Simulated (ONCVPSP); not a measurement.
PBE ONCV dataset for P, non-relativistic all-electron reference.

P (Z = 15), optimised norm-conserving Vanderbilt (ONCV), made with ONCVPSP 4.0.1 (PBE, non-relativistic). Core [Ne], reference 3s2 3p3. Waves: 3s: rc 1.70 bohr, ncon 4, nbas 8, qcut 4.2 1/bohr, 2 projectors, debl 1.6 Ha; 3p: rc 1.90 bohr, ncon 5, nbas 8, qcut 3.4 1/bohr, 2 projectors, debl 0.5 Ha; d scattering state at 0.04 Ha: rc 1.95 bohr, ncon 4, nbas 8, qcut 5.1 1/bohr, 2 projectors, debl 0.4 Ha. Local part: polynomial inside 1.40 bohr (lpopt 5, dvloc0 0 Ha). Core correction: Teter function, fcfact 6, rcfact 1.3.

All-electron outer shells of the reference configuration (PBE, non-relativistic, ld1.x):

```json
{"shell": "2s", "level (eV)": "-173.06", "outermost node (bohr)": "0.14", "outermost maximum (bohr)": "0.42"}
{"shell": "2p", "level (eV)": "-124.51", "outermost node (bohr)": "–", "outermost maximum (bohr)": "0.36"}
{"shell": "3s", "level (eV)": "-13.90", "outermost node (bohr)": "0.66", "outermost maximum (bohr)": "1.58"}
{"shell": "3p", "level (eV)": "-5.52", "outermost node (bohr)": "0.64", "outermost maximum (bohr)": "1.83"}
```

Estimate the cutoffs (Ha) at which the residual kinetic energy of the hardest occupied pseudo-wave falls to 1 and 0.1 mHa per electron.

9.5 Ha and 48 Ha.

Does the potential have ghost states?

No bound ghost flagged; GHOST(+) flagged for s at 170.2 eV.

Which valence shell sets the plane-wave cutoff?

3s: 10 Ha for 1 mHa per electron, against 4 Ha for 3p.

Tests: 3s2 3p2; 3s2 3p1; 3s2 3p0; 3s1 3p3. Which has the largest error in its energy relative to the reference configuration, and how large is it?

3s2 3p0, with +60 meV (all-electron minus pseudo) on +58.65 eV.
